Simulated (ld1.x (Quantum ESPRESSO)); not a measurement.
# What the settings do to the TM potential of sulfur

Base potential:

ld1.x (Quantum ESPRESSO) 7.5 input, shortened:

```
&input
   title='S', zed=16., rel=0, dft='PZ', iswitch=3,
   config='[Ne] 3s2 3p4 3d-2'
 /
 &inputp
   pseudotype=2, tm=.true., lloc=2,
   nlcc=.true.
 /
3
3S  1  0   2.00   0.00  1.05  1.05  0.0
3P  2  1   4.00   0.00  1.50  1.50  0.0
3D  3  2  -2.00   0.25  1.35  1.35  0.0
 &test
   configts(1)='3s2 3p4'
 /
```

All-electron outer shells of the reference configuration (LDA (PZ), non-relativistic, ld1.x):

```
shell  level (eV)  outermost node (bohr)  outermost maximum (bohr)
   2p     -156.50                      –                      0.33
   3s      -17.17                   0.60                      1.40
   3p       -7.12                   0.58                      1.59
```

Cutoffs, loose and tight: the cutoffs (Ry, on a coarse ladder) from which the occupation-weighted sum of valence levels, in a spherical-Bessel basis at the reference potential, stays within 10 and 1 mRy of its value at 400 Ry. They do not see the model core or the augmentation charge, which bear on the density cutoff. Test errors are all-electron minus pseudo excitation energies from the reference, over the configurations 3s2 3p3; 3s2 3p2; 3s2 3p1; 3s2 3p0; 3s1 3p4; 3s2 3p4.3; 3s1 3p5 (two spin-polarised tests are not counted in the largest error). A dash means not determined; rows that change the core or the reference have their own tests.

A true bound ghost makes a file unfit for plane-wave use even where its test errors are small: the radial tests pick states by their node count and pass the ghost by.

The default core radius of the base comes out at 0.88 bohr.

| change | outcome | cutoff, loose | cutoff, tight | bound ghosts | largest test error (meV) |
| --- | --- | --- | --- | --- | --- |
| base | generated | 70 Ry | 200 Ry | none | +551 |
| local potential the s channel | generated | 80 Ry | 200 Ry | none | +277 |
| scalar-relativistic | generated | 70 Ry | 200 Ry | none | +521 |
| core correction a·sin(br)/r model core inside 1.18 bohr | generated | 70 Ry | 200 Ry | none | +669 |
| all radii but the core radius scaled by about 0.95 (s 1.00, p 1.42, d 1.28 bohr) | generated | 80 Ry | 230 Ry | none | +729 |
| wave 3s (bound): rc 1.05 bohr becomes 3s (bound): rc 0.86 bohr | generated | 300 Ry | over 300 Ry | none | +582 |
| wave 3d channel at 0.25 Ry: rc 1.35 bohr becomes 3d channel at 0.25 Ry: rc 0.94 bohr | generated | 70 Ry | 200 Ry | s | +57 |
| wave 3d channel at 0.25 Ry: rc 1.35 bohr becomes 3d channel at 0.41 Ry: rc 1.35 bohr | generated | 70 Ry | 200 Ry | none | +555 |
| functional PBE | generated | 70 Ry | 200 Ry | none | +552 |
| wave 3p (bound): rc 1.50 bohr becomes 3p (bound): rc 1.28 bohr | generated | 80 Ry | 200 Ry | none | +538 |
| wave 3s (bound): rc 1.05 bohr becomes 3s (bound): rc 1.52 bohr | generated | 25 Ry | 55 Ry | none | +426 |
